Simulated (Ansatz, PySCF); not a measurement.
HMDS (C6H19NSi2), SMILES C[Si](C)(C)N[Si](C)(C)C.

Coordinates come from a B3LYP-D3(BJ)/def2-SVP optimisation. Other conformers were not sampled.

Vertical ionisation energy (IE) and electron affinity (EA) in eV. Rows of orbital energies are one-electron estimates. Where ΔSCF, EOM or ADC give a negative EA the extra electron is unbound and the value depends on the basis.

```tsv
level	IE	EA
−ε(HOMO), −ε(LUMO), r2SCAN/def2-SVP (PySCF)	5.56	-1.03
ΔSCF, PBE0/def2-SVPD (Ansatz), final states of multiplicity 2 and 2	8.35	-1.33
```

Q: What vertical singlet–triplet gap does ΔSCF give with PBE0/def2-SVPD (Ansatz, a quantum-chemistry and plane-wave program)? (Estimate from the structure and the level; the computed values follow.)

A: 5.82 eV (triplet above singlet where positive).
